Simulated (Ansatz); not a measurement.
```yaml
crystal:
  periodic: [false, false, false]
  atoms:
    - {symbol: F, position_ang: [-0.844788, -0.310947, 1.830600]}
    - {symbol: Zr, position_ang: [0.094037, -0.085784, -0.082939]}
    - {symbol: F, position_ang: [1.890013, -0.735023, 0.139705]}
    - {symbol: F, position_ang: [-0.980880, -0.991659, -1.222166]}
    - {symbol: Br, position_ang: [-0.069152, 2.400548, -0.597461]}
basis:
  gaussian: {orbitals: STO-3G}
hamiltonian: {xc: {name: r2SCAN50}, dispersion: d3bjatm}
scf: {lower_state_search: light}
relax: {f_tol: 0.0001, max_steps: 2}
```

```sh
$ ansatz run in.yaml --threads 4 --pin off --events-out ev --progress --plain --max-ram 10444MiB
```

How does Ansatz answer? (Estimate.)

The calculation gave: The calculation stopped without meeting its thresholds.
```
Functional definition: r2SCAN50
761 factors; integrals over basis functions are off by at most 3.3e-5 eV
mean field evaluation 1: about -172701.4301 eV, gradient 3.1e1 eV
mean field evaluation 2: about -172691.6303 eV, gradient 7.4e1 eV
mean field evaluation 4: about -172705.3045 eV, gradient 2.6e0 eV
mean field evaluation 8: about -172705.2964 eV, gradient 8.2e-2 eV
mean field -172705.29641058 eV, -6346.8025792345 hartree, gradient 2.3e-5 eV, S^2 0.000000; 0 other end points of the search recorded, 0 dependent functions left out
reference -172705.29641344 eV, -6346.8025793393 hartree; 51, 51 occupied and 9, 9 virtual orbitals, 761 factors
relax step   1: F+E_penalty+E_count = -172705.33651680 eV  Δ(F+E_penalty+E_count) = +0.000e0 eV  max|allowed force component| = 7.531e0 eV/Å  Δτ_max = 0.0000 Å  (25 SCF iters, accepted)
764 factors; integrals over basis functions are off by at most 3.7e-5 eV
mean field -172706.71170316 eV, -6346.8545902773 hartree, gradient 1.7e-5 eV, S^2 0.000000; 0 other end points of the search recorded, 0 dependent functions left out
reference -172706.71170602 eV, -6346.8545903826 hartree; 51, 51 occupied and 9, 9 virtual orbitals, 764 factors
relax step   2: F+E_penalty+E_count = -172706.75263857 eV  Δ(F+E_penalty+E_count) = -1.416e0 eV  max|allowed force component| = 3.397e0 eV/Å  Δτ_max = 0.1992 Å  (32 SCF iters, accepted)
Error: geometry relaxation did not converge after 2 steps: max|allowed force component| = 3.40e0 eV/Å (threshold 1.0e-4). Raise `relax.max_steps` over both its present limit and 2, loosen `relax.f_tol`, or start from a geometry closer to equilibrium. Where this run's directory can be resumed (`checkpoint.write`), a resume goes on for up to `relax.max_steps` more
```
